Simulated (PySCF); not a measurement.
## Calculated data, Ge2H6N, Ge2H5O, BGe2H7O

Computed with PySCF 2.14.0. Calculation on a computer-drawn molecule: the log of a Hartree-Fock and frozen-core CCSD(T) single point meant for a local Hartree-Fock minimum, with one planted fault or none, to be diagnosed. Offsets are logged minus clean, where the clean run is the same molecule without the fault. The reference is restricted for singlets and unrestricted otherwise, and also for a bond in bohr or an excited solution. Adding or removing an electron swaps singlet and doublet. The excited solution moves the top pair (singlet) or top alpha electron (doublet) to the lowest empty orbital. Highest occupied and lowest empty are orbital energies over both spins, largest force is the largest gradient component, triples share is (T) over the correlation energy, the T1 limit is 0.02 restricted and 0.045 unrestricted, electrons count all cores, a negative frequency is imaginary (commonest isotopes), and the dipole is about the centre of nuclear charge; on germanium a core potential holds 10 electrons, which the energies leave out, and 3d is frozen in MP2 and coupled-cluster steps.

Common to all runs: meant charge 0; meant basis cc-pVDZ; meant basis and core potential on germanium cc-pVDZ-PP ECP10MDF; logged SCF converged yes; logged CC converged yes; logged SCF stable within its kind yes; possible faults no fault, one electron removed, one electron added, multiplicity raised by two, geometry at a saddle point, SCF held on an excited solution, minimal basis STO-3G, one bond length entered in bohr, all coordinates scaled.

(1) 
```xyz
9
formula=Ge2H6N meant_multiplicity=2 logged_electrons=77 logged_basis_functions=90 logged_spin_squared=3.763 logged_highest_occupied=-3.0934 logged_lowest_empty=-0.66803 logged_largest_force=0.091394 logged_T1_diagnostic=0.020977 logged_D1_diagnostic=0.096508 logged_triples_share=0.027435 logged_dipole_magnitude=1.3258 logged_energy_HF=-644.47099 logged_energy_CCSD(T)=-644.86675 planted_fault=multiplicity_raised_by_two HF_energy_offset_from_clean_run=123.5 CCSD(T)_energy_offset_from_clean_run=135.4
Ge     1.7638     0.6138     2.0887
N      0.6738     0.4237     0.6180
Ge    -0.0172     1.7431    -0.4667
H      1.2452     1.8175     2.8969
H      1.6725    -0.6837     2.9180
H      0.7358    -0.4804     0.1810
H     -0.1707     2.9966     0.3949
H     -1.3778     1.2821    -0.9987
H      0.8999     2.0508    -1.6596
```

Units: logged_highest_occupied, logged_lowest_empty in eV; logged_largest_force in hartree/bohr; logged_dipole_magnitude in debye; logged_energy_HF, logged_energy_CCSD(T) in hartree; HF_energy_offset_from_clean_run, CCSD(T)_energy_offset_from_clean_run in kcal/mol.

Drawn bonds:
```tsv
atom	other atom	order
1	2	1
2	3	1
1	4	1
1	5	1
2	6	1
3	7	1
3	8	1
3	9	1
```

(2) 
```xyz
8
formula=Ge2H5O meant_multiplicity=2 logged_electrons=77 logged_basis_functions=85 logged_spin_squared=0.9793 logged_highest_occupied=-8.9721 logged_lowest_empty=0.76684 logged_largest_force=0.029785 logged_T1_diagnostic=0.037507 logged_D1_diagnostic=0.16371 logged_triples_share=0.026377 logged_dipole_magnitude=1.4217 logged_energy_HF=-664.44646 logged_energy_CCSD(T)=-664.8587 planted_fault=one_bond_length_entered_in_bohr,row_4_of_the_drawn_bonds HF_energy_offset_from_clean_run=45.45 CCSD(T)_energy_offset_from_clean_run=48.85
Ge    -0.1169     2.8160    -0.5847
O      0.2319     1.1045    -0.2898
Ge     1.6390     0.0285    -0.2849
H      0.9077     3.6787     0.1833
H     -2.8200     3.2790     0.3708
H      1.2396    -1.2114     0.5099
H      1.9929    -0.3352    -1.7292
H      2.8190     0.7478     0.3782
```

Units: logged_highest_occupied, logged_lowest_empty in eV; logged_largest_force in hartree/bohr; logged_dipole_magnitude in debye; logged_energy_HF, logged_energy_CCSD(T) in hartree; HF_energy_offset_from_clean_run, CCSD(T)_energy_offset_from_clean_run in kcal/mol.

Drawn bonds:
```tsv
atom	other atom	order
1	2	1
2	3	1
1	4	1
1	5	1
3	6	1
3	7	1
3	8	1
```

(3) 
```xyz
11
formula=BGe2H7O meant_multiplicity=1 logged_electrons=83 logged_basis_functions=109 logged_spin_squared=0.7691 logged_highest_occupied=-17.222 logged_lowest_empty=-7.594 logged_largest_force=0.087759 logged_T1_diagnostic=0.021291 logged_D1_diagnostic=0.090955 logged_triples_share=0.029507 logged_dipole_magnitude=2.3276 logged_energy_HF=-690.09009 logged_energy_CCSD(T)=-690.61803 planted_fault=one_electron_removed HF_energy_offset_from_clean_run=201.7 CCSD(T)_energy_offset_from_clean_run=209.3
Ge    -0.6284     2.3946    -1.6101
B      0.7169     1.5279    -0.2292
O      0.4287     0.5378     0.6230
Ge    -1.0459    -0.4329     0.9850
H     -0.0993     2.2421    -3.0460
H     -0.7766     3.9020    -1.3442
H     -2.0451     1.7884    -1.5826
H      1.8421     1.9666    -0.2103
H     -2.1369     0.5246     1.4519
H     -1.4460    -1.1732    -0.2865
H     -0.6088    -1.3846     2.0882
```

Units: logged_highest_occupied, logged_lowest_empty in eV; logged_largest_force in hartree/bohr; logged_dipole_magnitude in debye; logged_energy_HF, logged_energy_CCSD(T) in hartree; HF_energy_offset_from_clean_run, CCSD(T)_energy_offset_from_clean_run in kcal/mol.

Drawn bonds:
```tsv
atom	other atom	order
1	2	1
2	3	1
3	4	1
1	5	1
1	6	1
1	7	1
2	8	1
4	9	1
4	10	1
4	11	1
```
